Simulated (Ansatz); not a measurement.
Ansatz (a quantum-chemistry and plane-wave program) input:

Ansatz 0.2 input:
```yaml
crystal:
  periodic: [false, false, false]
  atoms:
    - {symbol: O, position_ang: [-1.07062083, 0.45294967, 0.28778807]}
    - {symbol: C, position_ang: [-0.11330540, -0.51406056, -0.06751914]}
    - {symbol: O, position_ang: [1.17599322, 0.02511925, -0.22499623]}
    - {symbol: H, position_ang: [-1.11990315, 1.10353250, -0.42323741]}
    - {symbol: H, position_ang: [-0.34489975, -0.98475515, -1.02619164]}
    - {symbol: H, position_ang: [-0.14958005, -1.25867342, 0.73152913]}
    - {symbol: H, position_ang: [1.45123623, 0.39970806, 0.62068013]}
basis:
  gaussian:
    orbitals: def2-TZVP
hamiltonian:
  xc: b3lyp
  dispersion: d3bj
phonons: {temperatures: {t_min: 298.15, t_max: 298.15, t_step: 100}}
```

### Question
Which total energy does the run end on?

### Answer
-191.04247 Eh (B3LYP-D3(BJ)/def2-TZVP). The basis has 117 functions. The run takes about 28 core-seconds (a rough figure).
